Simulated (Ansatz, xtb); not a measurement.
**Relative energy of two isomers of C4H3F3N2**

Structure X: `FC(F)(F)c1ccn[nH]1`, a singlet. Structure Y: `FC(F)(F)c1cc[nH]n1`, a singlet. Both are isolated molecules in the gas phase, relaxed with B3LYP/def2-SVP.

Quicker runs give these differences E(Y) − E(X): GFN2-xTB −1.41 kcal/mol; HF/STO-3G −1.27 kcal/mol (at GFN2-xTB geometries); r2SCAN-D4/def2-SVP −1.34 kcal/mol (at GFN2-xTB geometries).

**Question.** Estimate E(Y) − E(X) at the level CCSD(T)/def2-SVP + ΔMP2/def2-TZVPP.

**Answer.** Calculated at CCSD(T)/def2-SVP + ΔMP2/def2-TZVPP: E(Y) − E(X) = −1.24 kcal/mol, so structure Y lies lower.

How the difference moves with the method:

| level | geometry | E(Y) − E(X) (kcal/mol) | departure from the last row (kcal/mol) | job, with rough time for the two |
| --- | --- | --- | --- | --- |
| GFN2-xTB | GFN2-xTB | −1.41 | −0.17 | optimisation, 0.62 s |
| HF/STO-3G | GFN2-xTB | −1.27 | −0.03 | single point, 3.5 s |
| r2SCAN-D4/def2-SVP | GFN2-xTB | −1.34 | −0.10 | single point, 16 s |
| B3LYP/def2-SVP | B3LYP/def2-SVP | −1.23 | +0.01 | optimisation, 5 min |
| HF/def2-SVP | B3LYP/def2-SVP | −2.28 | −1.04 | part of the CCSD(T) run |
| MP2/def2-SVP | B3LYP/def2-SVP | −1.41 | −0.17 | part of the CCSD(T) run |
| CCSD(T)/def2-SVP | B3LYP/def2-SVP | −1.53 | −0.28 | single point |
| CCSD(T)/def2-SVP + ΔMP2/def2-TZVPP | B3LYP/def2-SVP | −1.24 |  | single point, 5.4 min |

As drawn, both hold the same kinds of bond in the same numbers.

The levels shown agree on the order. The largest departure from CCSD(T)/def2-SVP + ΔMP2/def2-TZVPP is that of HF/def2-SVP, 1.04 kcal/mol. The last row adds to CCSD(T) the change of the MP2 difference between the two basis sets, here +0.28 kcal/mol.

With thermal terms from frequencies at re-optimised GFN2-xTB minima (ideal gas, soft modes damped towards free rotors, one conformer each, 298.15 K, 1 atm): the zero-point term adds +0.10 kcal/mol; ΔH is −1.18 and ΔG −1.06 kcal/mol.

The correlated steps freeze 9 core orbitals. Programs: Ansatz 0.2.0, xtb 6.7.1; the last row on 2 threads of Intel(R) Xeon(R) Processor @ 2.50GHz (Skylake/Cascade Lake) on a shared host.
